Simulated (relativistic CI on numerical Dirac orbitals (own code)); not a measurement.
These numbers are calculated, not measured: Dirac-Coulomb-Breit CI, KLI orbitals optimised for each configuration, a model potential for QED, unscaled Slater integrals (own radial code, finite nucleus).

The strongest absorption lines from the ground level of an ion, among the configurations computed and to levels below about 70500 eV (vacuum wavelength in nm, gf): 0.01760 (0.0091), 0.01781 (0.016), 0.01822 (0.033), 0.01826 (0.015), 0.01915 (0.09), 0.01927 (0.042), 0.02239 (0.43), 0.02295 (0.24).

Task: Which ion is it?
A. Pr LVIII
B. Lu LXVIII
C. Lu LXX
D. Bi LXXXII

Result: C. Lu LXX has 2 electrons and the ground level 1s² ¹S0; the strongest line goes to 1s2p ¹P°1. The pattern of lines fixes the number of electrons, and along that sequence the line energies rise steadily with the charge (about as its square where n changes within one kind of shell, about linearly where n is kept but much faster in heavy ions where fine structure, which grows about as Z⁴, sets the gap, and irregularly where shells cross), which fixes Z. Configurations outside the model, such as inner-shell arrays, can give stronger lines. At this charge energies of transitions that change n are usually good to better than 1 %, and those within a shell (Δn = 0) to a few per cent.

LS names give the leading component of a level, which can be under half, so a name can repeat, a term be missing and a line seem to break the LS rules.
